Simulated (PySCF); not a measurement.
**Telling isomers of C₃H₉ClO₂Si₂ apart by NMR**

PySCF 2.14.0 with density-fitted response routines calculation with coordinates at the GFN2-xTB level and GIAO PBE0/pcSseg-1 shieldings; a single conformation, isolated molecule, one averaged value for each set of equivalent atoms, non-relativistic.

Scale: 1H (σ = 31.72 ppm) and 13C (σ = 186.93 ppm) against TMS (reference shieldings calculated alike). Where no couplings were computed, multiplicities follow the n + 1 count of equivalent neighbours, and m marks all less simple cases (inequivalent or close neighbours, rings, F or P nearby). Shifts are as computed. Against solution values, carbons near 30 ppm lie about +3 ppm off and those near 130 ppm about +5 ppm; carbons on Cl a further +6 ppm. Of 1211 compounds with measured shifts, 218 miss one by over three times the rms of a fit or turn the order of signals round; such compounds aren't used in these exercises. Carbons bonded to Cl come out too deshielded.

(1) Tabulate the signals of `O=C(CO[SiH3])[SiH2]CCl`, `[SiH3]CO[SiH2]O/C=C\Cl` and their relative energies.

(2) What is the quickest way to tell O=C(CO[SiH3])[SiH2]CCl from [SiH3]CO[SiH2]O/C=C\Cl?

## Answers

(1) 
```tsv
SMILES	carbon types	δC	δH	E rel. (kcal/mol)
O=C(CO[SiH3])[SiH2]CCl	1×C 2×CH2	254.7, 78.8, 29.4	5.05 (s, 3H), 4.69 (t, 2H), 4.03 (s, 2H), 3.08 (t, 2H)	7.4
[SiH3]CO[SiH2]O/C=C\Cl	2×CH 1×CH2	148.8, 104.3, 49.6	6.55 (d, 1H), 5.52 (s, 2H), 5.16 (d, 1H), 4.13 (q, 2H), 3.94 (t, 3H)	0.0
```

Energies are electronic energies at PBE0/pcSseg-1 on these geometries, without zero-point or thermal terms, each for the one conformer computed, which needn't be the lowest.

(2) Both give the same number of carbon signals, but DEPT or the intensities differ. The first has a carbonyl carbon (C) at 254.7 ppm, the second an alkene carbon bearing oxygen (CH) at 148.8 ppm. In the proton spectra the most deshielded non-exchanging signals are 5.05 (s, 3H) and 6.55 (d, 1H).
